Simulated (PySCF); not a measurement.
F₂Ta, neutral, multiplicity 4. Atoms are numbered in the order given.

```xyz
3

Ta     0.0000     0.0000     0.0000
F      0.0000     0.0000    -1.8916
F      0.0000     0.0000     1.8916
```
Charge 0, spin multiplicity 4.

The structure is a stationary point at B3LYP-D3(BJ)/def2-TZVP. The spin state was assumed, not searched. The def2 effective core potentials stand for the cores of Ta; spin–orbit coupling is left out.

Method: M06-2X/def2-TZVPD run with PySCF.

Isolated molecule, no solvent.

**Question.** Estimate the frontier levels, dipole moment and polarisability. (The exact figures need the calculation; the answer reports its results.)

**Answer.** 
α spin, highest occupied and lowest empty level: -7.41 and -0.21 eV
β spin, highest occupied and lowest empty level: -13.75 and -7.02 eV
dipole moment: 0.00 D
mean static polarisability: 48.2 bohr³ (7.14 Å³)
polarisability, principal values: 37.6, 53.5, 53.5 bohr³
⟨S²⟩: 3.752 (pure state 3.75)
